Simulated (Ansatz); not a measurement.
A run for Ansatz (a program for electronic structure): R-wB97M-V/def2-TZVPP on CH4BFO (SMILES COBF).

Ansatz 0.2 input:
```yaml
crystal:
  periodic: [false, false, false]
  atoms:
    - {symbol: C, position_ang: [-1.05570784, 0.07291494, 0.36761303]}
    - {symbol: O, position_ang: [0.11263805, 0.63822087, -0.21794992]}
    - {symbol: B, position_ang: [1.28225551, -0.01539154, -0.26491736]}
    - {symbol: F, position_ang: [2.31351783, 0.60282930, -0.83399231]}
    - {symbol: H, position_ang: [-0.86327445, -0.92877516, 0.75708722]}
    - {symbol: H, position_ang: [-1.38719851, 0.72062793, 1.17894436]}
    - {symbol: H, position_ang: [-1.83687842, 0.02386374, -0.39072031]}
    - {symbol: H, position_ang: [1.43464784, -1.11429010, 0.17672775]}
basis:
  gaussian:
    orbitals: def2-TZVPP
hamiltonian:
  xc: {name: wB97M-V}
scf: {lower_state_search: off}
```

The head of its log:

```
WARN ansatz: RAYON_NUM_THREADS=1 ignored (pool sized by the plan → 1); use --threads N
Functional definition: wB97M-V
these checks for a lower state are left out or cut short: stability, starts, cluster_reference, orbital_swaps, neighbouring_geometries, increment
integrals: 0.09 GiB planned
892 factors; their error is unknown
integrals: 0.13 GiB planned
223 factors; integrals over basis functions are off by at most 1.1e-5 eV
mean field: 0.89 GiB planned
mean field evaluation 1: about -6541.9422 eV, gradient 4.6e1 eV
mean field evaluation 2: about -6542.0801 eV, gradient 4.9e1 eV
```

### Question
Give the final energy of this run.

### Answer
-240.5437 hartree.
